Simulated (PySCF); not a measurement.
## Spectroscopy problems

All values are calculated (PySCF 2.14.0 with density-fitted response routines): geometry from GFN2-xTB, shielding tensors at PBE0/pcSseg-1 (GIAO). A single conformation, relativity neglected, isolated molecule, equivalent nuclei averaged.

Referencing at the same level of theory: TMS for ¹H and ¹³C. Splittings of carbon signals by F and P are missing where no couplings were computed. Where no couplings were computed, multiplicities follow the n + 1 count of equivalent neighbours, and m marks all less simple cases (inequivalent or close neighbours, rings, F or P nearby). Shifts are as computed. Against solution values, carbons near 30 ppm lie about +3 ppm off and those near 130 ppm about +5 ppm. Of 1309 compounds with measured shifts, 239 miss one by over three times the rms of a fit or turn the order of signals round; such compounds aren't used in these exercises.

Q: C5H4F4O2. ¹H NMR (400 MHz, computed): δ 7.61 (m, 1H), 6.93 (m, 1H), 6.44 (m, 1H), 5.72 (m, 1H). ¹³C{¹H} NMR (computed): δ 158.8 (C), 140.7 (CH), 132.6 (CH), 122.6 (CH), 120.7 (CH). What is it?

A: `F/C=C\O/C=C(/F)OC(F)F`. Rings plus π bonds: 2 (no ring in the answer). 5 carbon signals for 5 carbons: no two carbons are equivalent. Carbon types of the structure: 1 × C, 4 × CH, which accounts for all hydrogens. δC 158.8, 132.6, 122.6: alkene carbon bearing oxygen. δC 140.7: β carbon of an enol-ether or enamine type C=C. δC 120.7: sp3 CH bonded to 2 F and O; 3 electronegative neighbours deshield it. δH 6.93: hydrogen on an sp3 CH bonded to 2 F and O; its carbon carries F and O, an electronegative neighbour.

The data come from this structure; uniqueness wasn't tested.

Q: C5H4F4O2. ¹H NMR (600 MHz, computed): δ 6.77 (m, 1H), 6.26 (m, 1H), 6.03 (m, 1H), 5.63 (m, 1H). ¹³C{¹H} NMR (computed): δ 160.8 (CH), 130.3 (C), 109.0 (CH), 107.5 (CH), 104.4 (CH). Give a structure.

A: SMILES F[C@@H]1C=CO[C@H]1OC(F)(F)F. Rings plus π bonds: 2 (1 ring in the answer). 5 carbon signals for 5 carbons: no two carbons are equivalent. Carbon types of the structure: 1 × C, 4 × CH, which accounts for all hydrogens. δC 160.8: alkene carbon bearing oxygen; an sp2 carbon further deshielded by the attached heteroatom. δC 130.3: CF3 carbon; 4 electronegative neighbours deshield it. δC 109.0: sp3 carbon bearing two oxygens; 2 electronegative neighbours deshield it. δC 104.4: allylic sp3 CH bonded to F; deshielded by the electronegative neighbour.

This is the structure that produced the data.
